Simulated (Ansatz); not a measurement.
AlBCl2H2O, SMILES `B[O][Al]([Cl])[Cl]`, relaxed with RKS PBE0-D4/def2-TZVP in the Gaussian-basis code of Ansatz from a PBE-D4/def2-SVP geometry. The force threshold is 0.005 eV/Å; the program also tests the step.

Total charge 0; spin multiplicity 1.

Start:

```xyz
7

B     0.769   -1.375    0.382
O     0.123   -0.238    0.051
Al   -0.678    1.207   -0.339
Cl   -2.765    1.267   -0.292
Cl    0.443    2.891   -0.858
H     1.088   -1.560    1.548
H     1.020   -2.192   -0.491
```

**Question.** By how much does the energy fall, and how many steps does the optimiser take? (Estimate.)

**Answer.** Ansatz gave: 0.92 kcal/mol, in 4 steps, 1 of them rejected.

**Question.** Which bonds change most? (Best estimate.)

**Answer.** Ansatz gave: O2–Al3 from 1.698 to 1.662 Å; B1–H6 from 1.223 to 1.202 Å; B1–H7 from 1.222 to 1.202 Å; Al3–Cl5 from 2.089 to 2.069 Å.

**Question.** Give the relaxed structure. (Estimate.)

**Answer.** Computed: 
```xyz
7

B     0.759   -1.358    0.378
O     0.120   -0.229    0.051
Al   -0.665    1.185   -0.332
Cl   -2.732    1.251   -0.287
Cl    0.438    2.857   -0.852
H     1.071   -1.546    1.523
H     1.009   -2.161   -0.481
```
